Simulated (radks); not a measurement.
Values are calculated unless marked as measured or tabulated.
Question: The strontium ion Sr7+ is in [Ar] 3d10 4s2 4p1. Level of theory: scalar-relativistic Kohn-Sham, PBE, spin-polarised, spherical densities, finite nucleus; Fermi nuclear charge, rms radius of each element as measured or else 0.836 A^(1/3) + 0.57 fm (a radial shooting solver on a logarithmic mesh with Libxc functionals). Open shells are filled with parallel spins first. One electron is removed from 3d, 4p, 3p, 4s in turn, with full relaxation. Which removal costs least, and what does each cost?

Answer: 4p 120.59 eV; 4s 140.63 eV; 3d 252.99 eV; 3p 380.98 eV. The 4p electron leaves first.
